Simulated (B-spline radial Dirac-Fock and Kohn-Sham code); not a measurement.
# Cl⁵⁺ 2s: cross section and angular parameters

System: Cl⁵⁺, configuration [Ne] 3s2; threshold 355.9 eV (orbital energy of the model). Calculated with a B-spline atomic structure program, using Dirac-Hartree-Slater photoionisation with a Latter tail; cross sections with all multipoles, angular parameters from the dipole term and its interference with E2.

For linearly polarised light dσ/dΩ = σ/(4π) [1 + β P₂(cos θ) + (δ + γ cos²θ) sin θ cos φ], with θ from the polarisation vector and φ the angle between the beam and the projection of the electron momentum on the plane normal to the polarisation.

```tsv
hν (eV)	σ (kb)	β	γ
402	240	2.000	0.158
603	130	2.000	-0.039
633	120	2.000	-0.042
699	101	2.000	-0.038
800	79.2	2.000	-0.019
855	?	?	?
909	62.6	2.000	0.013
927	60.3	2.000	0.019
984	53.8	2.000	0.039
1160	38.9	2.000	0.105
1486.9	23.4	2.000	0.227
1580	20.5	2.000	0.261
1880	14.1	2.000	0.367
2550	7.06	2.000	0.579
2940	5.05	2.000	0.689
4000	2.39	2.000	0.956
6870	0.591	2.000	1.514
8047.8	0.386	2.000	1.702
10200	0.201	2.000	2.005
15000	0.0676	1.999	2.569
```

Problem. Give the values at 855 eV.

Solution. σ = 70.2 kb, β = 2.000, γ = -0.004. For an s subshell δ is negligible.
